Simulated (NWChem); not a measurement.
System: CrNH$_{3}$SO$_{2}$; SMILES [NH]=[Cr](=[O])([OH])[SH]

NWChem input:

```
start job
memory heap 200 mb stack 900 mb global 1100 mb
geometry units angstroms
  Cr     0.167234     0.146874    -0.381518
  O      1.694091     0.178558    -0.119723
  N     -0.333134    -1.055419    -1.367965
  H     -0.376850    -1.816304    -2.033189
  O     -0.687102     1.571017    -0.629570
  H     -1.063979     2.420576    -0.860417
  S     -0.530979    -0.629688     1.641029
  H     -1.649435    -1.254235     1.273263
end
basis spherical
  * library def2-svp
end
dft
  xc pbe0
  iterations 150
end
driver
  maxiter 120
end
task dft optimize
```

NWChem printed, in part:

```
             Northwest Computational Chemistry Package (NWChem) 7.3.0
             --------------------------------------------------------

 C1  symmetry detected

                             Geometry "geometry" -> ""
                             -------------------------

 Output coordinates in angstroms (scale by  1.889725989 to convert to a.u.)

  No.       Tag          Charge          X              Y              Z
 ---- ---------------- ---------- -------------- -------------- --------------
    1 Cr                  24.0000     0.06870193     0.44620838     0.05561604
    2 O                    8.0000     0.97956736     0.60713110     1.29870126
    3 N                    7.0000     0.81064708     0.71191976    -1.37542174
    4 H                    1.0000     1.46135415     0.98400286    -2.10063284
    5 O                    8.0000    -1.50859423     1.02195701     0.07153481
    6 H                    1.0000    -2.35129837     1.47152147     0.14095119
    7 S                   16.0000    -0.11848613    -1.82222314     0.03499155
    8 H                    1.0000    -0.30543872    -2.02509833    -1.26890453

 Effective nuclear repulsion energy (a.u.)     408.8951264398

                                Z-matrix (autoz)
                                --------

 Units are Angstrom for bonds and degrees for angles

      Type          Name      I     J     K     L     M      Value
      ----------- --------  ----- ----- ----- ----- ----- ----------
    1 Stretch                  1     2                       1.54946
    2 Stretch                  1     3                       1.63369
    3 Stretch                  1     5                       1.67917
    4 Stretch                  1     7                       2.27624
    5 Stretch                  3     4                       1.01162
    6 Stretch                  5     6                       0.95764
    7 Stretch                  7     8                       1.33276
    8 Bend                     1     3     4               164.54095
    9 Bend                     1     5     6               171.20562
   10 Bend                     1     7     8                99.90993
   11 Bend                     2     1     3               114.76391
   12 Bend                     2     1     5               120.59586
   13 Bend                     2     1     7                99.15544
   14 Bend                     3     1     5               112.28021
   15 Bend                     3     1     7               101.04020
   16 Bend                     5     1     7               105.33969
   17 Torsion                  2     1     3     4         -14.18506
   18 Torsion                  2     1     5     6          45.28028
   19 Torsion                  2     1     7     8        -151.63666
   20 Torsion                  3     1     5     6         -94.90899
   21 Torsion                  3     1     7     8         -34.00855
   22 Torsion                  4     3     1     5         128.44715
   23 Torsion                  4     3     1     7        -119.76216
   24 Torsion                  5     1     7     8          82.99698
   25 Torsion                  6     5     1     7         156.00502

                           NWChem Geometry Optimization
                           ----------------------------

 maximum gradient threshold         (gmax) =   0.000450
 rms gradient threshold             (grms) =   0.000300
 maximum cartesian step threshold   (xmax) =   0.001800
 rms cartesian step threshold       (xrms) =   0.001200
 fixed trust radius                (trust) =   0.300000
 source of zmatrix                         =   autoz

          -------------------
          Energy Minimization
          -------------------

 Using diagonal initial Hessian
 Scaling for Hessian diagonals: bonds = 1.00  angles = 0.25  torsions = 0.10

          --------
          Step   0

                                 NWChem DFT Module
                                 -----------------

 Summary of "ao basis" -> "ao basis" (spherical)
 ------------------------------------------------------------------------------
       Tag                 Description            Shells   Functions and Types
 ---------------- ------------------------------  ------  ---------------------
 Cr                         def2-svp                11       31   5s3p2d1f
 O                          def2-svp                 6       14   3s2p1d
 N                          def2-svp                 6       14   3s2p1d
 H                          def2-svp                 3        5   2s1p
 S                          def2-svp                 8       18   4s3p1d

            General Information
            -------------------
          SCF calculation type: DFT
          Wavefunction type:  closed shell.
          No. of atoms     :     8
          No. of electrons :    66
           Alpha electrons :    33
            Beta electrons :    33
          Charge           :     0
          Spin multiplicity:     1
          Use of symmetry is: off; symmetry adaption is: off
          Maximum number of iterations: 150
          AO basis - number of functions:   106
                     number of shells:    46
          Convergence on energy requested:  1.00D-06
          Convergence on density requested:  1.00D-05
          Convergence on gradient requested:  5.00D-04

              XC Information
              --------------
                         PBE0 Method XC Functional
                     Hartree-Fock (Exact) Exchange  0.250
          PerdewBurkeErnzerhof Exchange Functional  0.750
            Perdew 1991 LDA Correlation Functional  1.000 local
           PerdewBurkeErnz. Correlation Functional  1.000 non-local

             Grid Information
             ----------------
          Grid used for XC integration:  medium
          Radial quadrature: Mura-Knowles
          Angular quadrature: Lebedev.
          Tag              B.-S. Rad. Rad. Pts. Rad. Cut. Ang. Pts.
          ---              ---------- --------- --------- ---------
          Cr                  1.40      112           9.0       590
          O                   0.60       49          10.0       434
          N                   0.65       49          10.0       434
          H                   0.35       45          11.0       434
          S                   1.00       88          11.0       590
          Grid pruning is: on
          Number of quadrature shells:   482
          Spatial weights used:  Erf1

      Superposition of Atomic Density Guess
      -------------------------------------

 Sum of atomic energies:       -1645.50427558

      Non-variational initial energy
      ------------------------------

 Total energy =   -1645.935393
 1-e energy   =   -3078.137308
 2-e energy   =    1023.306789
 HOMO         =      -0.320416
 LUMO         =      -0.067526

   convergence    iter        energy       DeltaE   RMS-Dens  Diis-err
 ---------------- ----- ----------------- --------- --------- ---------
 d= 0,ls=0.0,diis     1  -1647.4899624573 -2.06D+03  5.50D-02  9.67D+00
 d= 0,ls=0.0,diis     2  -1630.5393665647  1.70D+01  5.04D-02  8.81D+01
 d= 0,ls=0.0,diis     3  -1648.0054032690 -1.75D+01  1.87D-02  6.16D+00
 d= 0,ls=0.0,diis     4  -1648.2911526442 -2.86D-01  1.17D-02  3.21D+00
 d= 0,ls=0.0,diis     5  -1648.5083427224 -2.17D-01  6.39D-03  1.29D+00
 d= 0,ls=0.0,diis     6  -1648.6464498729 -1.38D-01  1.13D-03  8.80D-02
  Resetting Diis
 d= 0,ls=0.0,diis     7  -1648.6514892941 -5.04D-03  3.03D-04  4.31D-02
 d= 0,ls=0.0,diis     8  -1648.6509590212  5.30D-04  5.35D-03  5.15D-02
 d= 0,ls=0.0,diis     9  -1648.4428892066  2.08D-01  4.57D-03  2.77D+00
 d= 0,ls=0.0,diis    10  -1648.6549818625 -2.12D-01  2.66D-04  2.83D-03
 d= 0,ls=0.0,diis    11  -1648.6551285207 -1.47D-04  1.35D-04  1.18D-03
 d= 0,ls=0.0,diis    12  -1648.6552242249 -9.57D-05  6.52D-05  1.64D-04
 d= 0,ls=0.0,diis    13  -1648.6552412440 -1.70D-05  1.41D-05  1.96D-06
 d= 0,ls=0.0,diis    14  -1648.6552414696 -2.26D-07  1.18D-05  1.54D-06
 d= 0,ls=0.0,diis    15  -1648.6552417170 -2.47D-07  5.16D-06  1.95D-07

         Total DFT energy =    -1648.655241717020
      One electron energy =    -3082.042765180217
           Coulomb energy =     1123.073406478892
    Exchange-Corr. energy =      -98.581009455504
 Nuclear repulsion energy =      408.895126439809

 Numeric. integr. density =       65.999994988758

                       DFT Final Molecular Orbital Analysis
                       ------------------------------------

[...]

      ----------------------
      Optimization converged
      ----------------------

  Step       Energy      Delta E   Gmax     Grms     Xrms     Xmax
  ---- ---------------- -------- -------- -------- -------- --------
@   28   -1648.68016166 -2.8D-08  0.00006  0.00002  0.00040  0.00119
                                     ok       ok       ok       ok

                                Z-matrix (autoz)
                                --------

 Units are Angstrom for bonds and degrees for angles

      Type          Name      I     J     K     L     M      Value     Gradient
      ----------- --------  ----- ----- ----- ----- ----- ---------- ----------
    1 Stretch                  1     2                       1.52906   -0.00006
    2 Stretch                  1     3                       1.59821    0.00003
    3 Stretch                  1     5                       1.73562    0.00000
    4 Stretch                  1     7                       2.21032    0.00002
    5 Stretch                  3     4                       1.02685    0.00004
    6 Stretch                  5     6                       0.96874    0.00000
    7 Stretch                  7     8                       1.35197   -0.00000
    8 Bend                     1     3     4               130.17304    0.00000
    9 Bend                     1     5     6               113.18057    0.00000
   10 Bend                     1     7     8                94.70315   -0.00000
   11 Bend                     2     1     3               112.32617    0.00000
   12 Bend                     2     1     5               113.38995   -0.00001
   13 Bend                     2     1     7               104.10888   -0.00000
   14 Bend                     3     1     5               108.07203    0.00000
   15 Bend                     3     1     7               106.82694    0.00000
   16 Bend                     5     1     7               111.94221   -0.00000
   17 Torsion                  2     1     3     4           8.01475    0.00000
   18 Torsion                  2     1     5     6         -37.20400    0.00000
   19 Torsion                  2     1     7     8        -154.36823   -0.00001
   20 Torsion                  3     1     5     6        -162.40926    0.00000
   21 Torsion                  3     1     7     8         -35.34063   -0.00000
   22 Torsion                  4     3     1     5         133.84827   -0.00000
   23 Torsion                  4     3     1     7        -105.53247   -0.00000
   24 Torsion                  5     1     7     8          82.77380    0.00000
   25 Torsion                  6     5     1     7          80.22043   -0.00000

                         Geometry "geometry" -> "geometry"
                         ---------------------------------

 Output coordinates in angstroms (scale by  1.889725989 to convert to a.u.)

  No.       Tag          Charge          X              Y              Z
 ---- ---------------- ---------- -------------- -------------- --------------
    1 Cr                  24.0000    -0.03374304     0.39602033    -0.16305636
    2 O                    8.0000     0.79604866     0.89705832     1.01949065
    3 N                    7.0000     0.69147972     0.64973519    -1.56446557
    4 H                    1.0000     1.64116186     0.98298907    -1.76812142
    5 O                    8.0000    -1.61780005     1.10102563    -0.24114430
    6 H                    1.0000    -2.01939342     1.23398914     0.63034751
    7 S                   16.0000    -0.11759653    -1.79360233     0.12683568
    8 H                    1.0000    -0.30370414    -2.07179623    -1.18305046

 Effective nuclear repulsion energy (a.u.)     413.4511170443

                Final and change from initial internal coordinates
                --------------------------------------------------

                                Z-matrix (autoz)
                                --------

 Units are Angstrom for bonds and degrees for angles

      Type          Name      I     J     K     L     M      Value       Change
      ----------- --------  ----- ----- ----- ----- ----- ---------- ----------
    1 Stretch                  1     2                       1.52906   -0.02041
    2 Stretch                  1     3                       1.59821   -0.03549
    3 Stretch                  1     5                       1.73562    0.05645
    4 Stretch                  1     7                       2.21032   -0.06591
    5 Stretch                  3     4                       1.02685    0.01523
    6 Stretch                  5     6                       0.96874    0.01110
    7 Stretch                  7     8                       1.35197    0.01921
    8 Bend                     1     3     4               130.17304  -34.36791
    9 Bend                     1     5     6               113.18057  -58.02506
   10 Bend                     1     7     8                94.70315   -5.20679
   11 Bend                     2     1     3               112.32617   -2.43774
   12 Bend                     2     1     5               113.38995   -7.20591
   13 Bend                     2     1     7               104.10888    4.95344
   14 Bend                     3     1     5               108.07203   -4.20819
   15 Bend                     3     1     7               106.82694    5.78674
   16 Bend                     5     1     7               111.94221    6.60253
   17 Torsion                  2     1     3     4           8.01475   22.19982
   18 Torsion                  2     1     5     6         -37.20400  -82.48428
   19 Torsion                  2     1     7     8        -154.36823   -2.73157
   20 Torsion                  3     1     5     6        -162.40926  -67.50027
   21 Torsion                  3     1     7     8         -35.34063   -1.33208
   22 Torsion                  4     3     1     5         133.84827    5.40111
   23 Torsion                  4     3     1     7        -105.53247   14.22969
   24 Torsion                  5     1     7     8          82.77380   -0.22318
   25 Torsion                  6     5     1     7          80.22043  -75.78458

 ==============================================================================
                                internuclear distances
 ------------------------------------------------------------------------------
       center one      |      center two      | atomic units |  angstroms
 ------------------------------------------------------------------------------
    2 O                |   1 Cr               |     2.88950  |     1.52906
    3 N                |   1 Cr               |     3.02017  |     1.59821
    4 H                |   3 N                |     1.94047  |     1.02685
    5 O                |   1 Cr               |     3.27984  |     1.73562
    6 H                |   5 O                |     1.83065  |     0.96874
    7 S                |   1 Cr               |     4.17690  |     2.21032
    8 H                |   7 S                |     2.55486  |     1.35197
 ------------------------------------------------------------------------------
                         number of included internuclear distances:          7
 ==============================================================================
```

Level: PBE0/def2-SVP. Not confirmed as a minimum by frequencies.
